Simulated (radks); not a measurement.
Valence configurations of Sb+ (all share [Kr]). Method: Dirac Kohn-Sham, BLYP, spin-unpolarised, spherical densities, finite nucleus; open shells fill j = l - 1/2 first; Fermi nuclear charge, rms radius 4.6802 fm; computed with a radial shooting solver on a logarithmic mesh with Libxc functionals. Energies are relative to 4d10 5s2 5p2; eigenvalues in eV.

valence           E (eV)  e(4d3/2)  e(4d5/2)  e(5p1/2)  e(5p3/2)  e(5s1/2)
4d10 5s2 5p2       0.000   -42.136   -40.889   -12.225         -   -20.317
4d10 5s1.5 5p2.5   4.441   -42.892   -41.642   -12.582   -11.830   -20.769
4d10 5s1 5p3       8.938   -43.630   -42.378   -12.929   -12.157   -21.207
4d9.5 5s2 5p2.5   15.311   -45.359   -44.081   -13.031   -12.233   -21.469
4d10 5p4          18.094   -45.057   -43.800   -13.592   -12.784         -
4d9 5s2 5p3       31.850   -48.570   -47.262   -13.818   -12.954   -22.590
4d9 5s1 5p4       41.586   -49.961   -48.649   -14.468   -13.567   -23.401
4d8.5 5s2 5p3.5   49.620   -51.774   -50.435   -14.590   -13.659   -23.682
4d8 5s2 5p4       68.627   -54.970   -53.601   -15.348   -14.351   -24.750
4d7.5 5s2 5p4.5   88.871   -58.162   -56.762   -16.094   -15.032   -25.797

NIST lists [Kr] 4d10 5s2 5p2 as the ground configuration; this level of theory agrees among the configurations tried. The energies are those of spherical spin-averaged densities, not of single terms.
